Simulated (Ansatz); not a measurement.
Computed with Ansatz on PBE0-D4/def2-TZVP structures; ΔE is electronic, products minus reactants. CCSD(T)/CBS adds triple-zeta CCSD(T) − MP2 to the extrapolated MP2 energy (def2 sets, frozen cores). This one scheme is used for every species, atoms too. DFT in def2-TZVPP. B3LYP here is the variant with VWN-RPA as its local correlation; programs differ in this. No spin–orbit coupling; open shells (•) take unrestricted orbitals. Spin–orbit coupling would lower the free atoms: a little for C, Si. For Zn outer-core shells are correlated without core-valence functions, so the limit isn't a true one: a few kJ/mol of doubt a bond, and 10 to 20 or more in all where bonds break to atoms. Scalar relativity is left out up to krypton. One conformer a species, not always the lowest.

Reaction (atomization): `N[CH]([SiH3])[ZnH]` → C• + 7 H• + N• + Si• + Zn (atom)

```json
{"level": "PBE-D4", "ΔE (kJ/mol)": "3273.4", "difference from CCSD(T)/CBS": "32.8"}
{"level": "PBE0-D4", "ΔE (kJ/mol)": "3232.1", "difference from CCSD(T)/CBS": "-8.5"}
{"level": "B3LYP-D4", "ΔE (kJ/mol)": "3239.8", "difference from CCSD(T)/CBS": "-0.8"}
{"level": "ωB97X-V", "ΔE (kJ/mol)": "3273.0", "difference from CCSD(T)/CBS": "32.4"}
{"level": "ωB97M-V", "ΔE (kJ/mol)": "3255.8", "difference from CCSD(T)/CBS": "15.2"}
{"level": "B2PLYP", "ΔE (kJ/mol)": "3196.0", "difference from CCSD(T)/CBS": "-44.6"}
{"level": "PBE", "ΔE (kJ/mol)": "3250.6", "difference from CCSD(T)/CBS": "10.0"}
{"level": "PBE0", "ΔE (kJ/mol)": "3212.8", "difference from CCSD(T)/CBS": "-27.8"}
{"level": "B3LYP", "ΔE (kJ/mol)": "3202.9", "difference from CCSD(T)/CBS": "-37.7"}
{"level": "HF/def2-TZVPP", "ΔE (kJ/mol)": "2288.1", "difference from CCSD(T)/CBS": "-952.5"}
{"level": "MP2/def2-TZVPP", "ΔE (kJ/mol)": "3167.9", "difference from CCSD(T)/CBS": "-72.7"}
{"level": "CCSD/def2-TZVPP", "ΔE (kJ/mol)": "3107.9", "difference from CCSD(T)/CBS": "-132.7"}
{"level": "CCSD(T)/def2-TZVPP", "ΔE (kJ/mol)": "3151.9", "difference from CCSD(T)/CBS": "-88.7"}
{"level": "MP2/def2-QZVPP", "ΔE (kJ/mol)": "3221.6", "difference from CCSD(T)/CBS": "-19.0"}
{"level": "MP2/CBS(def2)", "ΔE (kJ/mol)": "3256.6", "difference from CCSD(T)/CBS": "16.0"}
{"level": "CCSD/CBS(def2)", "ΔE (kJ/mol)": "3196.6", "difference from CCSD(T)/CBS": "-44.0"}
{"level": "CCSD(T)/CBS", "ΔE (kJ/mol)": "3240.6", "difference from CCSD(T)/CBS": "0"}
```

Largest T1 diagnostic among the species: 0.017.

In def2-TZVPP, CCSD(T) changes the Hartree–Fock value by +863.7 kJ/mol (the triples alone add +44.0 kJ/mol) and MP2 by +879.8 kJ/mol; breaking electron pairs costs correlation energy, which Hartree–Fock lacks. The D4 term adds +36.9 kJ/mol with B3LYP and +19.3 kJ/mol with PBE0; it sums over pairs of atoms, weighted by their polarisabilities, and B3LYP, whose exchange is more repulsive, gets the larger term.

For atomizations the MP2-based limit and the directly extrapolated one differ by several kJ/mol either way, and by 10 to 25 for some Ge, Se and Sn compounds, so smaller differences from it don't rank the levels.
